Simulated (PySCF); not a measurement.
How methods differ on the excitation energy of Cl⁺

Cl⁺ [Ne] 3s2 3p4 (3P) → Cl⁺ [Ne] 3s2 3p3 4s1 (5S), as a difference of total energies. All numbers are calculated (PySCF 2.14, scalar relativity by spin-free X2C-1e, in aug-cc-pCVTZ-DK (8s7p5d3f, 75 functions)). Correlated levels: valence: [Ne] frozen. The calculations carry no spin-orbit coupling.

```json
{"method": "UHF", "excitation energy (eV)": "12.625"}
{"method": "MP2 (valence)", "excitation energy (eV)": "13.005"}
{"method": "SCS-MP2 (valence)", "excitation energy (eV)": "13.233"}
{"method": "CCSD (valence)", "excitation energy (eV)": "13.127"}
{"method": "CCSD(T) (valence)", "excitation energy (eV)": "13.124"}
```

Task: How much does correlation contribute at CCSD(T) (valence)?

Result: 13.124 − (12.625) = 0.499 eV, measured against UHF.

Errors of the correlated levels include the incompleteness of this basis and the frozen core.

For comparison: 13.333 eV (measured; NIST levels, between the centres of gravity of the two terms).
